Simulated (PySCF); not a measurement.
Cl₂Se (SMILES Cl[Se]Cl), singlet, at a GFN2-xTB geometry. Base run: B3LYP/3-21G in PySCF.

PySCF was given this input:
```python
from pyscf import gto, scf, dft

mol = gto.Mole()
mol.atom = '''
    Se    0.00136488    0.00124916    0.68646471
    Cl    1.04133364    1.25945705   -0.69083200
    Cl   -1.04406340   -1.26195537   -0.68209743
'''
mol.basis = '3-21g'
mol.verbose = 4
mol.build()

mf = dft.RKS(mol)
mf.xc = 'b3lyp'
mf.kernel()
mo_i, mo_e, stable_i, stable_e = mf.stability(internal=True, external=True, return_status=True, nroots=6, tol=1e-6)
print('internally stable:', stable_i, ' externally stable:', stable_e)
if not stable_e:
    umf = mf.to_uhf() if not hasattr(mf, 'xc') else mf.to_uks()
    umf.scf_summary = {}
    umf.kernel(umf.make_rdm1(mo_e, umf.mo_occ))
```

The bond that is stretched is that between atoms 2 and 1. A test that says stable can miss a lower solution.

The base run was repeated with changes; each row names its change, and settings that it needs were set with it.

```csv
change,ΔE vs base (eV),<S^2>,E after following the instability (Eh),<S^2> there,HOMO-LUMO gap (eV),stability test says,outcome
base,0.00,0.000,-,-,3.87,stable,converged
bond × 1.25,-0.01,0.000,-,-,2.19,stable,converged
bond × 1.5,1.06,0.000,-3306.12891,1.00,1.42,external instability,converged
bond × 1.8,1.99,0.000,-3306.11732,1.00,0.98,external instability,converged
bond × 2.2,-,-,-,-,-,-,not converged
bond × 3.0,-,-,-,-,-,-,not converged
```

Where a bond breaks into two radicals, a solution with restricted orbitals usually stops being the lowest and lies too high; an unrestricted one lies lower at the price of spin contamination, which <S^2> shows.
